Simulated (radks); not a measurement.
Results of a calculation; reference values are marked as such.
These are the eigenvalues of the occupied orbitals of an atom or ion with whole-number occupations (eV). Level of theory: non-relativistic Kohn-Sham, LDA (Slater exchange, Perdew-Wang correlation), spin-unpolarised, spherical densities, point nucleus (a radial shooting solver on a logarithmic mesh with Libxc functionals).

orbital  eigenvalue
1s        -5906.364
2s        -745.3517
2p        -647.5118
3s        -152.9914
3p        -124.9229
3d         -79.7443

Which element is it, and in what charge state? The configuration may be excited.

Answer. Z = 24, chromium, charge +5: Cr5+ in [Ar] 3d1. The list shows which subshells hold electrons but not how many an open one holds; the 1s level, -217.05 hartree, gives Z - s = 20.8 by -(Z - s)^2/2, which with screening narrows Z to a few neighbours, and the depths of the outer levels then fix element, charge and occupations together.
